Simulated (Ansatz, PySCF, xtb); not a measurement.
Barrier from R1 to the saddle point P1, each structure at its B3LYP-D3(BJ)/def2-TZVP stationary point, reached from a drawn start; harmonic modes at that level show the others as minima.
R1, NH3 (SMILES N) (charge 0, multiplicity 1):
| atom | x (Å) | y (Å) | z (Å) |
|---|---|---|---|
| N | 0.0000 | 0.0000 | 0.2791 |
| H | 0.0000 | 0.9428 | -0.0931 |
| H | 0.8165 | -0.4714 | -0.0931 |
| H | -0.8165 | -0.4714 | -0.0931 |
P1, H3N, a first-order saddle point (one imaginary mode, 800i cm⁻¹) (charge 0, multiplicity 1):
```xyz
4

N      0.000     0.000     0.000
H      0.997     0.000     0.000
H     -0.499     0.864     0.000
H     -0.499    -0.864     0.000
```

P less R. No zero-point or thermal terms. No path was followed down from the saddle.

Correlated levels freeze the cores. CBS(a, b) extrapolates the correlation energy as X⁻³ and adds the Hartree–Fock energy of set b.

The values were computed with Ansatz (a program for electronic structure) with Gaussian orbitals; PySCF for the D3/D4 terms; xtb for the GFN methods. No computed number here is a measurement.

Question: What barrier height does r2SCAN-D3(BJ)/def2-TZVPP give?

Answer: 5.2 kcal/mol

Question: What is the computed barrier height (CCSD(T)/CBS(cc-pVTZ, cc-pVQZ))?

Answer: 5.6 kcal/mol

Question: Estimate the barrier height that GFN1-xTB returns for this input.

Answer: 4.2 kcal/mol
